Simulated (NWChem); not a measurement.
System: SbH2Br; SMILES [Br][SbH2]

Computed with NWChem. Medium grid unless said otherwise, to which SCAN and Minnesota functionals are sensitive. Structure relaxed at the PBE0/def2-SVP level. def2 effective core potentials on Sb; no spin-orbit coupling. Total energies of different functionals are on different scales.

```
level                   energy (Ha)  highest occupied level (eV)  orbital gap (eV)  dipole (D)
----------------------  -----------  ---------------------------  ----------------  ----------
B3LYP/def2-TZVP          -2815.7489                        -7.35              5.16        2.43
PBE/def2-TZVP            -2815.2393                        -6.44              3.71        2.28
TPSSh/def2-TZVP          -2815.4733                   (withheld)        (withheld)  (withheld)
TPSS/def2-TZVP           -2815.4539                        -6.57              3.93        2.31
PW91/def2-TZVP           -2815.8694                        -6.49              3.70        2.28
Hartree-Fock/def2-TZVP   -2812.8668                        -9.97             11.01        2.71
M06-L/def2-TZVP          -2815.7086                        -6.50              4.29        2.41
```

**Question.** What belongs in the gaps?

**Answer.** 
- TPSSh/def2-TZVP, highest occupied level (eV): -7.01
- TPSSh/def2-TZVP, orbital gap (eV): 4.66
- TPSSh/def2-TZVP, dipole (D): 2.36
